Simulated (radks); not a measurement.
All-electron atom: Tb I in [Kr] 4d10 4f11 5p6 6s2 (not the ground configuration). Calculated with a radial shooting solver on a logarithmic mesh with Libxc functionals: Dirac Kohn-Sham, PBE, spin-unpolarised, spherical densities, finite nucleus; open shells fill j = l - 1/2 first; Fermi nuclear charge, rms radius 5.06 fm.

Normalised radial functions P(r) = r R(r) (large component), r in bohr:

r,4d5/2,5d3/2,4f7/2
0.001675,0.0000,0.0000,0.0000
0.002288,0.0001,0.0000,0.0000
0.0031,0.0002,0.0001,0.0000
0.004236,0.0004,0.0001,0.0000
0.005787,0.0010,0.0003,0.0000
0.007842,0.0023,0.0006,0.0000
0.01071,0.0055,0.0014,0.0000
0.01464,0.0127,0.0030,0.0001
0.02,0.0287,0.0065,0.0004
0.0271,0.0610,0.0133,0.0011
0.03702,0.1256,0.0266,0.0033
0.05058,0.2404,0.0498,0.0095
0.0691,0.4177,0.0846,0.0255
0.09365,0.6283,0.1244,0.0619
0.1279,0.7866,0.1508,0.1405
0.1748,0.7061,0.1264,0.2844
0.2388,0.2270,0.0229,0.5021
0.3236,-0.5432,-0.1277,0.7503
0.4421,-1.2308,-0.2311,0.9538
0.604,-1.3719,-0.1725,1.0083
0.8186,-0.9938,0.0436,0.9045
1.118,-0.4769,0.3198,0.7061
1.528,-0.1466,0.5236,0.4924
2.087,-0.0261,0.5854,0.3097
2.829,-0.0025,0.5269,0.1823
3.864,-0.0001,0.4053,0.1013
5.279,0.0000,0.2589,0.0528
7.212,0.0000,0.1300,0.0247
9.775,0.0000,0.0496,0.0101
13.35,0.0000,0.0121,0.0032

4d5/2: eigenvalue -140.89 eV, 1 radial node at r = 0.263 bohr, <r> = 0.632 bohr, 90 % of the charge inside 0.953 bohr. 5d3/2 (empty): eigenvalue -1.899 eV, 2 radial nodes at r = 0.251, 0.778 bohr, <r> = 3.09 bohr, 90 % of the charge inside 5.18 bohr. 4f7/2: eigenvalue -0.731 eV, 0 radial nodes, <r> = 1.03 bohr, 90 % of the charge inside 1.86 bohr.
